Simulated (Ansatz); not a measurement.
C3H8Cl2InN (`CC(C)[NH][In]([Cl])[Cl]`), 15 atoms. Charge 0, multiplicity 1. Correlated methods include outer-core shells of In, which these sets cover unevenly. In: def2 effective core potential. All runs use 2 threads of an AMD EPYC 7R13 on a shared host and a share of an NVIDIA H100 80 GB. Correlated methods freeze the cores. Open-shell runs search over several starts.

(1) Give the basis size and wall time and peak host memory of each of these runs in Ansatz. UKS ωB97M-V/def2-TZVPP energy of the cation; RKS PBE0-D4/def2-TZVP frequencies; RHF-MP2/def2-QZVPP energy; RKS ωB97X-V/def2-TZVPP energy; RKS B2PLYP (frozen core)/def2-TZVPP energy; UHF-MP2/def2-QZVPP energy of the cation; direct RPA on PBE orbitals/def2-TZVPP energy; RKS PBE0-D4/def2-QZVPP energy; RHF-CCSD(T)/def2-SVP energy; RKS ωB97M-V/def2-QZVPP energy; UKS PBE0-D4/def2-TZVPP energy of the cation; RKS PBE0-D4/def2-TZVPP energy. (An estimate is asked.)

Results:

(1) The calculation gave: Other jobs shared the machine, so times are rough.

```
                                level                   job  functions  wall time  peak host memory (GiB)
               RKS PBE0-D4/def2-TZVPP                energy        370       11 s                     0.9
                 RHF-CCSD(T)/def2-SVP                energy        158       13 s                    0.78
               UKS PBE0-D4/def2-TZVPP  energy of the cation        370       14 s                    0.96
               RKS PBE0-D4/def2-QZVPP                energy        690       14 s                     1.2
  RKS B2PLYP (frozen core)/def2-TZVPP                energy        370       15 s                     1.7
                   RHF-MP2/def2-QZVPP                energy        690       16 s                     1.3
               UKS ωB97M-V/def2-TZVPP  energy of the cation        370       17 s                     1.2
               RKS ωB97M-V/def2-QZVPP                energy        690       17 s                     1.4
direct RPA on PBE orbitals/def2-TZVPP                energy        370       18 s                     1.7
               RKS ωB97X-V/def2-TZVPP                energy        370       19 s                       1
                   UHF-MP2/def2-QZVPP  energy of the cation        690       21 s                     1.4
                RKS PBE0-D4/def2-TZVP           frequencies        296    3.3 min                    0.98
```
